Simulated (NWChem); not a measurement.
Species: borohydride (BH4 anion); SMILES [BH4-]

```xyz
5

B      0.0001    -0.0002     0.0001
H     -0.8117    -0.8194    -0.4723
H      0.1554    -0.2243     1.2159
H     -0.4373     1.1562    -0.1562
H      1.0935    -0.1124    -0.5874
```
Atoms are numbered in this order, from 1.

Program: NWChem. Pople sets run with spherical d functions. Sets without diffuse functions describe the anion's extra electron poorly. Structure relaxed at the B3LYP/def2-SVPD level. Static field.

Task: Order these by “isotropic polarisability (bohr³)”, lowest first: CAM-B3LYP/d-aug-cc-pVDZ; CAM-B3LYP/6-31+G*; CAM-B3LYP/6-31G*; CAM-B3LYP/def2-SVP; CAM-B3LYP/def2-SVPD.

Result: CAM-B3LYP/6-31G* (19.8), CAM-B3LYP/def2-SVP (23.1), CAM-B3LYP/6-31+G* (27.1), CAM-B3LYP/def2-SVPD (35.6), CAM-B3LYP/d-aug-cc-pVDZ (40.9)
